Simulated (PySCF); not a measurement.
# Reading the logs of faulty runs: BH4NOSi

All numbers below are calculated, not measured. They come from PySCF 2.14.0, an open-source quantum chemistry program, on an isolated molecule that a program drew, which may never have been made. The molecule is BH4NOSi (charge 0, singlet), drawn as the SMILES string `BN=[SiH]O`.

Each row is a Hartree-Fock (HF) and frozen-core CCSD(T) single point in the cc-pV(D+d)Z basis, meant for a local HF minimum. Run 1 is clean. Each other run has one planted mistake out of seven kinds, and not every kind appears here: one electron removed, one electron added, multiplicity raised by two, geometry at a saddle point, minimal basis STO-3G, one bond length entered in bohr, all coordinates scaled. The reference is restricted for singlets and unrestricted otherwise, and also for a bond in bohr. Adding or removing an electron swaps singlet and doublet. Electrons count all cores. HOMO and LUMO are orbital energies over both spins, the gradient is its largest component, and the lowest frequency (negative if imaginary) is given only where the gradient is small. Bond lengths are over the 7 bonds as drawn. T1 is the CCSD diagnostic: over 0.02 (restricted) or 0.045 (unrestricted) a single reference is doubtful.

Geometry of the clean run:
```xyz
8
BH4NOSi, angstrom
B    -1.2412    0.1845   -0.3659
N    -1.2190    0.1701   -1.7551
Si   -1.1905    0.1743   -3.3001
O    -1.4201   -1.0908   -4.2810
H    -0.2315   -0.0106    0.2688
H    -2.2710    0.3898    0.2322
H    -0.9507    1.3221   -4.1637
H    -1.5933   -1.9410   -3.8995
```

```
run  electrons  basis functions  <S^2>  HOMO (eV)  LUMO (eV)  gradient (hartree/bohr)  lowest frequency (cm^-1)  mean bond (Å)  longest bond (Å)      T1  HF (hartree)  CCSD(T) (hartree)               mistake
  1         38               85  0.000      -9.67       2.77                  1.1e-05                       114         1.3390             1.617  0.0168    -445.31528         -445.88969              no fault
  2         37               85  0.764     -17.82      -6.87                  1.3e-01                         -         1.3390             1.617  0.0372    -445.01859         -445.55676  one electron removed
  3         38               28  0.000      -6.67       7.37                  3.6e-02                         -         1.3390             1.617  0.0224    -439.85675         -440.09127  minimal basis STO-3G
  4         39               85  0.770       1.24       8.52                  1.1e-01                         -         1.3390             1.617  0.0169    -445.24047         -445.82623    one electron added
  5         38               85  0.790      -9.80       0.87                  3.1e-02                         -         1.4595             1.791  0.0660    -445.17195         -445.73970                     ?
```

**Which mistake was planted in run 5, and what did it cost?**

The mean bond changes by a factor of 1.090 and the longest by 1.108, so the molecule wasn't scaled as a whole. A length L in bohr read as angstrom grows by (1/0.5292 - 1) L = 0.890 L. The 7 bonds together grew by 7 x 0.1205 = 0.844 Å, which gives L = 0.948 Å. That is bond O4-H8, 0.948 Å in the clean geometry. So the mistake is: one bond length entered in bohr. Subtracting run 1 and multiplying by 627.51 kcal/mol a hartree, the energy moved by 89.9 kcal/mol in HF and 94.1 kcal/mol in CCSD(T).

Cautions from the logs. Run 3: T1 is over the limit, so its CCSD(T) energy is less reliable; run 4: the HOMO is above zero, so the electron isn't bound and the energy depends on the basis; run 5: T1 is over the limit, so its CCSD(T) energy is less reliable.
